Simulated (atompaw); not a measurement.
**Fe (Z = 26): PAW (atompaw) pseudisation with PBE, scalar-relativistic reference atom.**

atompaw 4.2.0.5 input, output lines left out:

```
Fe 26
GGA-PBE scalarrelativistic loggrid 1500 logderivrange -10 5 376
4 4 3 0 0 0
4 0 1
4 1 0
3 2 6
0 0 0
c
c
v
v
c
v
v
v
2
1.95 1.70 1.75 1.35
n
n
y
-0.65
n
custom rrkj vanderbiltortho besselshape
3 0 ultrasoft
1.00
1.20
1.50
1.95
1.95
1.95
```

Poles of the logarithmic derivatives, all-electron (AE) and pseudo (PS). s: poles at -7.5, 4.4 (AE) and -7.5, 4.0 (PS) Ry. p: poles at -4.9 (AE) and -4.9 (PS) Ry. d: poles at -0.7 (AE) and -0.7 (PS) Ry. Test radius 1.96 bohr.

- Cutoffs needed: 50 Ry and 80 Ry (the cutoffs (Ry, on a coarse ladder) from which the occupation-weighted sum of valence levels, in a spherical-Bessel basis at the reference potential, stays within 10 and 1 mRy of its value at 400 Ry)
- Ghost test: no extra level below or beside the all-electron valence levels (s, p, d, f tested) (spherical-Bessel basis up to 400 Ry, 20 bohr box)
- Lowest eigenvalue of the overlap operator: 0.08 (s channel)
- Overlap eigenvalues printed by atompaw (projector basis): 0.108, 0.11, 1.09, 35.7, 115, 228
- Share of each valence orbital outside the PAW sphere: 3s 0 %, 4s 77 %, 3p 1 %, 4p 90 %, 3d 10 %
